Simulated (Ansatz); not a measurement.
The same path of AlFH2 + BrH (6 atoms, charge 0, multiplicity 1) was run 3 times with different band settings. Lost on the way: Br5–H6. Made: Al1–Br5, F2–H6.

These are results of RHF/def2-SVP (Ansatz), not measurements.

Relaxed end points:

```xyz
6
Properties=species:S:1:pos:R:3
Al 0.000 0.169 -0.042
F 0.002 0.492 1.594
H 1.388 0.201 -0.772
H -1.397 0.119 -0.753
Br 0.093 -2.715 1.030
H 0.080 -2.025 2.262
```

```xyz
6
Properties=species:S:1:pos:R:3
Al 0.018 -0.458 -0.161
F 0.019 -0.050 1.888
H 1.385 0.195 -0.565
H -1.391 0.113 -0.547
Br 0.088 -2.729 0.334
H 0.046 -0.829 2.370
```

Common settings: spring 5.0 eV/Å²; optimiser quadratic models (default); force threshold 0.03 eV/Å; iteration limit 60; end points relaxed.

| run | movable images | climbing image | start path |
| --- | --- | --- | --- |
| 1 | 5 | yes | through a guess of the saddle point |
| 2 | 5 | yes | straight line |
| 3 | 1 | no | through a guess of the saddle point |

Q: What does each run give, and how far can it be trusted?

A: Run 1: converged after 7 iterations, highest image 0.589 eV above the first end. A vibrational analysis at the climbing image gives one clearly imaginary mode, 1273i cm⁻¹: a first-order saddle point.
Run 2: converged after 8 iterations, highest image 0.589 eV above the first end. Another band between the same ends (5 images) ends at a top of the same energy, where a vibrational analysis finds 1 clearly imaginary mode.
Run 3: converged after 9 iterations, highest image 0.539 eV above the first end. No image climbed, so the highest image needn't sit at the top of the path. So few images can step over the top or miss a turn of the path.
The orbitals stay closed-shell, which can raise the energy where a bond breaks towards radicals; this wasn't checked here.
